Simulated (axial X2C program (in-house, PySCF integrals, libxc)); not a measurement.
Outer orbitals of GeTe⁻ at 2.469 Å, PBE0

Computed with an axial X2C code built on PySCF integrals. Spin-free means the one-electron spin-free X2C Hamiltonian; two-component (2c) means X2C with spin–orbit coupling and atomic mean-field two-electron Coulomb and Gaunt terms, so the difference of the two also holds small scalar two-electron terms. Basis: Te dyall-acv3z [12s13p9d5f1g], Ge dyall-acv3z [10s10p8d5f1g] (cores contracted in-house); Gaussian nuclei, density fitting, unrestricted open shells. Masses: Te 129.906 u, Ge 73.921 u.

The distance is close to the 2c PBE0 minimum; the highest filled and lowest empty levels are listed.

Spin-free orbitals, state M_S = 1/2, Λ = 1 (beyond evenly filled blocks: π+α) (Löwdin shares):

| symmetry | occupied | ε (eV) | atomic character |
| --- | --- | --- | --- |
| δ+α | yes | -27.56 | 100% Ge d |
| δ-α | yes | -27.53 | 100% Ge d |
| π+α | yes | -27.47 | 100% Ge d |
| σα | yes | -27.46 | 100% Ge d |
| δ-β | yes | -27.46 | 100% Ge d |
| δ+β | yes | -27.46 | 100% Ge d |
| π-α | yes | -27.45 | 100% Ge d |
| σβ | yes | -27.43 | 100% Ge d |
| π+β | yes | -27.42 | 100% Ge d |
| π-β | yes | -27.42 | 100% Ge d |
| σα | yes | -11.70 | 60% Te s, 18% Ge s, 10% Ge p |
| σβ | yes | -11.55 | 62% Te s, 15% Ge s, 10% Ge p |
| σα | yes | -7.66 | 52% Ge s, 19% Te p, 16% Te s |
| σβ | yes | -6.98 | 53% Ge s, 22% Te p, 13% Te s |
| σα | yes | -2.07 | 46% Te p, 40% Ge p, 8% Ge s |
| π+α | yes | -1.92 | 62% Te p, 30% Ge p, 4% Ge d |
| σβ | yes | -1.87 | 45% Te p, 39% Ge p, 10% Ge s |
| π-α | yes | -1.64 | 65% Te p, 26% Ge p, 5% Ge d |
| π+β | yes | -1.50 | 72% Te p, 18% Ge p, 6% Ge d |
| π-β | yes | -1.50 | 72% Te p, 18% Ge p, 6% Ge d |
| π+α | yes | 0.54 | 51% Ge p, 20% Te p, 12% Te d |
| π-α | no | 2.00 | 55% Ge p, 16% Te p, 13% Te d |
| π-β | no | 2.62 | 64% Ge p, 14% Te d, 10% Ge d |
| π+β | no | 2.62 | 64% Ge p, 14% Te d, 10% Ge d |
| σα | no | 2.66 | 81% Ge p, 14% Te p, 2% Ge d |

The highest filled level is positive, so this functional does not bind it, and the empty levels of an anion are set by the basis.

Spinors with spin–orbit coupling (state Ω = 1/2):

```csv
ω,occupied,ε (eV),atomic character,λ mixture
3/2,yes,-27.79,100% Ge d,"86% δ, 14% π"
1/2,yes,-27.71,100% Ge d,"63% π, 37% σ"
-3/2,yes,-27.71,100% Ge d,"80% δ, 20% π"
-1/2,yes,-27.69,100% Ge d,"56% π, 44% σ"
-5/2,yes,-27.24,100% Ge d,100% δ
-3/2,yes,-27.17,100% Ge d,"80% π, 20% δ"
5/2,yes,-27.16,100% Ge d,100% δ
1/2,yes,-27.16,100% Ge d,"63% σ, 37% π"
-1/2,yes,-27.16,100% Ge d,"56% σ, 44% π"
3/2,yes,-27.15,100% Ge d,"86% π, 14% δ"
-1/2,yes,-11.68,"60% Te s, 18% Ge s, 10% Ge p",100% σ
1/2,yes,-11.55,"63% Te s, 14% Ge s, 10% Ge p",100% σ
-1/2,yes,-7.63,"52% Ge s, 19% Te p, 16% Te s",100% σ
1/2,yes,-6.93,"53% Ge s, 22% Te p, 13% Te s",100% σ
1/2,yes,-2.22,"62% Te p, 26% Ge p, 4% Ge d","74% π, 26% σ"
-1/2,yes,-2.19,"54% Te p, 32% Ge p, 6% Ge s","77% σ, 23% π"
1/2,yes,-1.74,"47% Te p, 40% Ge p, 7% Ge s","73% σ, 27% π"
-1/2,yes,-1.61,"65% Te p, 23% Ge p, 5% Ge d","77% π, 23% σ"
-3/2,yes,-1.44,"62% Te p, 29% Ge p, 5% Ge d",100% π
3/2,yes,-1.31,"71% Te p, 19% Ge p, 6% Ge d",100% π
1/2,yes,0.47,"54% Ge p, 18% Te p, 12% Te d","99% π, 1% σ"
-3/2,no,2.11,"52% Ge p, 18% Te p, 13% Te d",100% π
-1/2,no,2.61,"66% Ge p, 14% Te d, 9% Ge d","99% π, 1% σ"
-1/2,no,2.70,"81% Ge p, 13% Te p, 2% Ge d",100% σ
3/2,no,2.72,"64% Ge p, 14% Te d, 10% Ge d",100% π
```

The highest filled level is positive, so this functional does not bind it, and the empty levels of an anion are set by the basis.

Task: How does the gap between the highest filled and lowest empty level change from the spin-free to the 2c table?

Result: From 1.46 to 1.64 eV at PBE0, a change of 0.18 eV.

Mulliken charges and populations of the two-component result (they depend on the basis, above all on diffuse functions):

Te -0.44 e (s 9.85 p 22.52 d 20.05 f 0.01), Ge -0.56 e (s 8.00 p 14.43 d 10.11 f 0.02). ⟨Lz⟩ = 1.00 ħ and ⟨Sz⟩ = -0.50 ħ (0.03 and -0.52 on the two atoms), which add up to Ω.

The state is a single determinant with fixed occupations, the lowest that a limited PBE0 search found. Density functionals use the spin component along the axis (collinear). The functionals have no current-density term, which raises determinants with orbital currents, atoms included. The highest occupied level of some functionals is positive through self-interaction error; at Hartree–Fock it is bound. The determinant is spin-polarised beyond a pure state at some levels (its spin-free form has ⟨S²⟩ too high), which makes Re and μ there less reliable.
